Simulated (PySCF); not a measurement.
CH8AlNO2Si, SMILES C[SiH2][NH][Al]([OH])[OH], CAM-B3LYP/def2-SVP optimised geometry.

```
14

Si     1.87     0.24     0.02
C      0.98     1.89     0.02
N      0.71    -1.05     0.00
Al    -1.07    -1.05     0.00
O     -1.83    -2.56     0.00
O     -2.01     0.35     0.00
H      2.76     0.16     1.22
H      2.78     0.18    -1.17
H      0.35     2.00     0.91
H      0.36     2.01    -0.88
H      1.71     2.71     0.03
H      1.12    -1.98    -0.01
H     -2.78    -2.71     0.00
H     -1.73     1.27     0.00
```

Density from CAM-B3LYP/def2-TZVP (PySCF 2.14.0) at that geometry.

Minimum of the electron density along straight lines between bonded atoms, close to the bond critical point (lines longer than 1.1 times the sum of covalent radii, or with two minima, are not listed):

```json
[
 {"bond": "Si1–C2", "length / Å": "1.878", "ρ at the minimum / e bohr⁻³": "0.122", "∇²ρ there / e bohr⁻⁵": "0.17", "position (fraction from the first atom)": "0.39"},
 {"bond": "Si1–N3", "length / Å": "1.735", "ρ at the minimum / e bohr⁻³": "0.130", "∇²ρ there / e bohr⁻⁵": "0.51", "position (fraction from the first atom)": "0.40"},
 {"bond": "N3–Al4", "length / Å": "1.777", "ρ at the minimum / e bohr⁻³": "0.103", "∇²ρ there / e bohr⁻⁵": "0.56", "position (fraction from the first atom)": "0.58"},
 {"bond": "Al4–O5", "length / Å": "1.691", "ρ at the minimum / e bohr⁻³": "0.112", "∇²ρ there / e bohr⁻⁵": "0.80", "position (fraction from the first atom)": "0.43"},
 {"bond": "Al4–O6", "length / Å": "1.692", "ρ at the minimum / e bohr⁻³": "0.110", "∇²ρ there / e bohr⁻⁵": "0.80", "position (fraction from the first atom)": "0.43"},
 {"bond": "Si1–H7", "length / Å": "1.495", "ρ at the minimum / e bohr⁻³": "0.121", "∇²ρ there / e bohr⁻⁵": "0.13", "position (fraction from the first atom)": "0.49"},
 {"bond": "Si1–H8", "length / Å": "1.495", "ρ at the minimum / e bohr⁻³": "0.121", "∇²ρ there / e bohr⁻⁵": "0.13", "position (fraction from the first atom)": "0.49"},
 {"bond": "C2–H9", "length / Å": "1.101", "ρ at the minimum / e bohr⁻³": "0.267", "∇²ρ there / e bohr⁻⁵": "-0.87", "position (fraction from the first atom)": "0.64"},
 {"bond": "C2–H10", "length / Å": "1.101", "ρ at the minimum / e bohr⁻³": "0.267", "∇²ρ there / e bohr⁻⁵": "-0.87", "position (fraction from the first atom)": "0.64"},
 {"bond": "C2–H11", "length / Å": "1.100", "ρ at the minimum / e bohr⁻³": "0.267", "∇²ρ there / e bohr⁻⁵": "-0.88", "position (fraction from the first atom)": "0.64"},
 {"bond": "N3–H12", "length / Å": "1.019", "ρ at the minimum / e bohr⁻³": "0.323", "∇²ρ there / e bohr⁻⁵": "-1.48", "position (fraction from the first atom)": "0.73"},
 {"bond": "O5–H13", "length / Å": "0.959", "ρ at the minimum / e bohr⁻³": "0.355", "∇²ρ there / e bohr⁻⁵": "-2.42", "position (fraction from the first atom)": "0.81"},
 {"bond": "O6–H14", "length / Å": "0.958", "ρ at the minimum / e bohr⁻³": "0.356", "∇²ρ there / e bohr⁻⁵": "-2.44", "position (fraction from the first atom)": "0.81"}
]
```
